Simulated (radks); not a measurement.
The numbers below are computed, except where a source is named.
Successive ionisation energies (eV) of one element, from differences of total energies of ions in their ground configurations, starting at charge 0: 14.910, 30.083, 47.669, 76.444, 98.367, 550.90, 665.62. Code: a radial shooting solver on a logarithmic mesh with Libxc functionals. Model: non-relativistic Kohn-Sham, PBE, spin-polarised, spherical densities, point nucleus; open shells are filled with parallel spins first. Which element is it?

Answer. Nitrogen (Z = 7). The first species listed is N in [He] 2s2 2p3, the last N6+ in 1s1.
